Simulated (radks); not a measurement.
Task: Radial electron density D(r) = 4 pi r^2 rho(r) of an atom or ion with 16 electrons. All-electron calculation, scalar-relativistic Kohn-Sham, PBE, spin-polarised, spherical densities, finite nucleus; Fermi nuclear charge, rms radius of each element as measured or else 0.836 A^(1/3) + 0.57 fm. Program: a radial shooting solver on a logarithmic mesh with Libxc functionals.

```
   r/bohr * D(r) (the largest magnitude, 82.6, reaches the edge; | marks zero)
 0.001179 | *
 0.001319 | *
 0.001463 |  *
 0.001637 |  *
 0.001831 |   *
 0.002031 |   *
 0.002272 |    *
 0.002541 |     *
  0.00282 |      *
 0.003154 |        *
   0.0035 |         *
 0.003914 |           *
 0.004378 |             *
 0.004858 |               *
 0.005434 |                 *
 0.006078 |                    *
 0.006744 |                       *
 0.007543 |                          *
  0.00837 |                             *
 0.009362 |                                *
  0.01047 |                                   *
  0.01162 |                                      *
    0.013 |                                         *
  0.01442 |                                           *
  0.01613 |                                            *
  0.01804 |                                             *
  0.02002 |                                             *
  0.02239 |                                            *
  0.02504 |                                           *
  0.02779 |                                         *
  0.03108 |                                        *
  0.03449 |                                      *
  0.03858 |                                      *
  0.04315 |                                       *
  0.04788 |                                         *
  0.05355 |                                            *
   0.0599 |                                                *
  0.06646 |                                                   *
  0.07434 |                                                      *
  0.08249 |                                                      *
  0.09226 |                                                    *
   0.1032 |                                               *
   0.1145 |                                        *
   0.1281 |                                *
   0.1421 |                         *
    0.159 |                    *
   0.1778 |                 *
   0.1973 |                 *
   0.2207 |                  *
   0.2468 |                   *
   0.2739 |                  *
   0.3063 |               *
   0.3399 |            *
   0.3802 |       *
   0.4252 |    *
   0.4718 | *
   0.5278 |*
   0.5903 *
    0.655 *
   0.7326 *
   0.8129 *
   0.9093 *
```

What is the nuclear charge?

Result: Z = 53. The innermost maximum, from 1s, lies near gamma/Z bohr with gamma = sqrt(1 - (Z/c)^2) = 0.922, here 0.0174 bohr (found: 0.0189), and its height grows with Z. The density is that of the iodine ion I37+ in [Ne] 3s2 3p4; the configuration itself is not fixed sharply by these data, and Z only to a few units. D(r) has 3 maxima, at r = 0.0189, 0.0799, 0.247 bohr, and minima at 0.0377, 0.191 bohr, inside which lie 2.01, 10.52 electrons.
